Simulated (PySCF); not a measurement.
**Ionisation energy of Te by level of theory**

Te [Kr] 4d10 5s2 5p4 (3P) → Te⁺ [Kr] 4d10 5s2 5p3 (4S), as a difference of total energies. Calculation: PySCF 2.14, in ANO-RCC-VTZP (7s6p4d2f1g, 68 functions); the spin-free X2C one-electron Hamiltonian (Gaussian nucleus). Correlated levels: valence: [Kr] 4d10 frozen; valence and next inner shell: [Ar] 3d10 frozen. The calculations carry no spin-orbit coupling.

```tsv
method	ionisation energy (eV)	error (eV)
UHF	7.771	-0.978
LDA	9.052	+0.303
PBE	8.787	+0.038
PBE0	8.787	+0.038
r2SCAN	8.785	+0.036
BHandHLYP	8.790	+0.041
HSE06	8.842	+0.093
M06-2X	8.458	-0.291
MP2 (valence)	8.366	-0.383
SCS-MP2 (valence)	8.419	-0.330
MP2 (valence and next inner shell)	8.473	-0.276
SCS-MP2 (valence and next inner shell)	8.490	-0.259
```

Reference: 8.749 eV (measured; NIST levels, between the centres of gravity of the two terms).

Errors of the correlated levels include the incompleteness of this basis and the frozen core.
